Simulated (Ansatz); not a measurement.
Program: Ansatz. Geometries: PBE0-D4/def2-TZVP. ΔE: electronic, gas phase. CCSD(T)/CBS is the MP2 limit (def2-TZVPP, def2-QZVPP) plus CCSD(T) − MP2 in def2-TZVPP, frozen cores. This one scheme is used for every species. DFT in def2-TZVPP. Each species was taken in one conformer, which may not be the lowest.

Consider the cleavage of the B–B bond: `OB(O)BS` + `N[SiH](O)F` → `O[SiH](F)NBS` + `OBO`.

```json
{"level": "r2SCAN-D4", "ΔE (eV)": "-1.27"}
{"level": "ωB97X-V", "ΔE (eV)": "-1.27"}
{"level": "MP2/def2-TZVPP", "ΔE (eV)": "-1.34"}
{"level": "CCSD(T)/def2-TZVPP", "ΔE (eV)": "-1.28"}
```

**Question.** What does CCSD(T)/CBS give? (Best estimate.)

**Answer.** Computed: -1.27 eV. The listed levels differ from it by 0.00, 0.00, -0.07, -0.01 eV.

Largest T1 diagnostic among the species: 0.015.

In def2-TZVPP, CCSD(T) changes the Hartree–Fock value by +0.14 eV (the triples alone add +0.01 eV) and MP2 by +0.08 eV. From PBE to PBE0 (25 % exact exchange), in def2-TZVPP and without D4, ΔE moves by −0.05 eV.
